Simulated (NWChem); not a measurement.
Molecule: SiH$_{3}$O$_{3}$F; SMILES O[Si](O)(O)F

```xyz
8

O     -1.5480    -0.1116     0.5372
Si    -0.0001    -0.0001     0.0225
O      0.6730     1.3906     0.5574
O      0.8633    -1.2843     0.5504
F      0.0114     0.0050    -1.5972
H     -2.1512     0.5939     0.2877
H      1.5863     1.5648     0.3141
H      0.5572    -2.1597     0.2981
```
Atoms are numbered in this order, from 1.

Results from NWChem. Medium grid unless said otherwise, to which SCAN and Minnesota functionals are sensitive. The geometry was optimised at PBE0/def2-SVP. B3LYP is NWChem's, with the RPA form of VWN correlation.

Question: Order these by “orbital gap (eV)”, lowest first: M06-L/def2-SVP; N12/def2-SVP; Hartree-Fock/def2-SVP; PBE0/def2-SVP.

Answer: N12/def2-SVP (7.46), M06-L/def2-SVP (8.62), PBE0/def2-SVP (10.35), Hartree-Fock/def2-SVP (18.48)
